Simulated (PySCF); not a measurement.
C7H8O, charge -1, doublet, at a GFN2-xTB geometry (a state made from the parent by changing its charge; the spin is typed, not shown lowest) (in this run its highest filled SCF level lies above zero, so its values depend strongly on the basis, on diffuse functions most of all). Base run: PBE/STO-3G run with PySCF.

PySCF was given this input:
```python
from pyscf import gto, scf, dft

mol = gto.M(
    atom='''
C    -2.77121118    0.23994044   -0.12958900
O    -1.72656556   -0.47586576   -0.69640917
C    -0.41480403   -0.18609183   -0.23796529
C     0.57638089   -0.93693092   -0.84633274
C     1.95745203   -0.72101169   -0.45145035
C     2.23818130    0.22105693    0.51308302
C     1.24591567    0.96727554    1.11675891
C    -0.14392109    0.75840415    0.72765808
H    -3.69040157   -0.11864350   -0.60395580
H    -2.84707108    0.07724334    0.95580377
H    -2.68021740    1.32166249   -0.30819494
H     0.32250921   -1.66874338   -1.60032154
H     2.74106856   -1.30475941   -0.92271470
H     3.27619734    0.38445309    0.81097107
H     1.47210552    1.70835316    1.87621521
H    -0.90962762    1.35150459    1.21049448
''',
    basis='sto-3g',
    charge=-1,
    spin=1,
    verbose=4,
)

mf = dft.UKS(mol)
mf.xc = 'pbe'
mf.kernel()
mo_i, mo_e, stable_i, stable_e = mf.stability(internal=True, external=False, return_status=True, nroots=6, tol=1e-6)
print('internally stable:', stable_i, ' externally stable:', stable_e)
if not stable_i:
    umf = mf.copy()
    umf.scf_summary = {}
    umf.kernel(umf.make_rdm1(mo_i, mf.mo_occ))
```

The bond that is stretched is that between atoms 13 and 5. A test that says stable can miss a lower solution.

Each row names what was changed in the base input (with any setting that the change needs).

| change | ΔE vs base (mEh) | <S^2> | stability test says | outcome |
|---|---|---|---|---|
| base | 0.000 | 0.757 | internally stable (external not tested) | converged |
| bond × 1.25 | 29.871 | 0.757 | internally stable (external not tested) | converged |
| bond × 1.5 | 86.539 | 0.758 | internally stable (external not tested) | converged |
| bond × 1.8 | - | - | - | not converged |
| bond × 2.2 | 134.1 | 0.751 | internally stable (external not tested) | converged |
| bond × 3.0 | - | - | - | not converged |

On stretching, the SCF can end on different states; <S^2> shows the spin contamination of each.
